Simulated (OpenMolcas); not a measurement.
Pr4+ in a point-charge field

Pr4+ among 8 point charges of -0.5 e arranged as a hexagonal bipyramid (D6h), 2.21 Å from the ion, with the axial distance 2.608 Å.
```
   2.2100    0.0000    0.0000  -0.50
   1.1050    1.9139    0.0000  -0.50
  -1.1050    1.9139    0.0000  -0.50
  -2.2100    0.0000    0.0000  -0.50
  -1.1050   -1.9139    0.0000  -0.50
   1.1050   -1.9139    0.0000  -0.50
   0.0000    0.0000    2.6078  -0.50
   0.0000    0.0000   -2.6078  -0.50
```

```
Program             : OpenMolcas 26.06
Method              : SS-CASPT2, IPEA 0.25 Eh, imaginary shift 0.1 Eh (closed shells correlated: 5s 5p)
Basis               : ANO-RCC-VDZP [7s6p4d2f1g]
Scalar Hamiltonian  : DKH2, point nucleus
Active space        : 1 electron in 7 orbitals (4f)
State averaging     : 2S+1 = 2 odd, 7 roots
Spin-orbit coupling : state interaction with AMFI integrals over the reference wave functions
```

The lowest spin-free states, above the lowest:

```tsv
State	Degeneracy	E (cm-1)	Free-ion L (%)
2S+1 = 2	2	0	F (100)
2S+1 = 2	1	55	F (100)
2S+1 = 2	2	250	F (100)
2S+1 = 2	1	860	F (100)
2S+1 = 2	1	950	F (100)
```

The lowest levels with spin-orbit coupling:

```tsv
E (cm-1)	Degeneracy	2S+1	J	|mJ| (%)	g
0	2	2	2.50	1/2 (100)	0.84 2.58 2.58
150	2	2	2.50	3/2 (100)	0.00 0.00 2.64
760	2	2	2.51	5/2 (100)	0.02 0.02 4.41
3150	2	2	3.50	1/2 (100)	1.16 4.58 4.58
3190	2	2	3.50	3/2 (100)	0.00 0.00 3.36
3480	2	2	3.49	5/2 (100)	0.23 0.23 5.57
4030	2	2	3.50	7/2 (100)	0.24 0.24 7.98
```

Powder χT (cm3 K/mol): 0.444 at 2 K, 0.471 at 10 K, 0.599 at 50 K, 0.687 at 100 K, 0.74 at 200 K, 0.763 at 300 K. The effective moment at 300 K is 2.828 √(χT) = 2.47 μB.

Hund's rules give f1 the level 2F5/2 with g = 0.857, so an isolated free-ion multiplet has χT = g² J(J+1) / 8 = 0.804 cm3 K/mol. The computed 0.763 at 300 K differs by -5 %, through the field's splitting, the mixing of terms and any other multiplet in reach.

Stevens parameters of the J = 5/2 multiplet, which is 763 cm-1 wide (cm-1, z along the main axis): B20 = 4.367e+01, B40 = 3.768e-01.

This is an electrostatic model: the charges have no orbitals. An unlabelled pair can be two single states that coincide in this model. No measured value stands beside these numbers.
